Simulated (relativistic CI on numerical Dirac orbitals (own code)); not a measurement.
**Ca III: what numerical and physical settings do to a radial Dirac CI calculation**

Reference input:

```
atom Ca  Z=20  charge=2  electrons=18
nucleus A=40  rms_radius_fm=3.4776
hamiltonian dirac-coulomb  breit=on  qed=on  c_scale=1
orbitals kli  potential=per-configuration
slater_scale 1
correlation none
mixing on
grid step=0.0125 r_max=34.3
scf mixing=0.4 start=green max_iterations=150 tolerance=2e-08 node_fill=0.05
configurations
  [Ne] 3s2 3p6
  [Ne] 3s2 3p5 3d
end
```

Computed lowest total energy -678.77998 Ha, first excitation 199795.7 cm⁻¹, 20 SCF steps. Runs with settings changed; * marks those that are bad on purpose (the QED terms keep the true α when c is scaled):

```tsv
Changed	Outcome	Lowest level	ΔE (Ha)	First excitation (cm⁻¹)	SCF steps	Message
Breit term off, speed of light × 10	converged	3p⁶ ¹S0	2.71	200021.4	21	
start potential bare, Slater scale 0.6	converged	3p⁶ ¹S0	2.14e-10	207957.5	26	
QED terms off, nuclear radius 4.5209 fm	converged	3p⁶ ¹S0	-0.125	199790.4	20	
SCF tolerance 0.0001, speed of light × 10, node fill of the KLI weights 0	converged	3p⁶ ¹S0	2.71	199949.9	14	
Slater scale 5 *	converged	3p⁶ ¹S0	0	118177.7	20	
grid step 0.3 *	not converged				1	SCF of 1s2 2s2 2p6 3s2 3p6 stopped: an orbital could not be found
```

With so few configurations and no correlation, terms lie too far apart (by 10 to 50 % near neutrality), their order can be wrong, and levels of other configurations are missing.
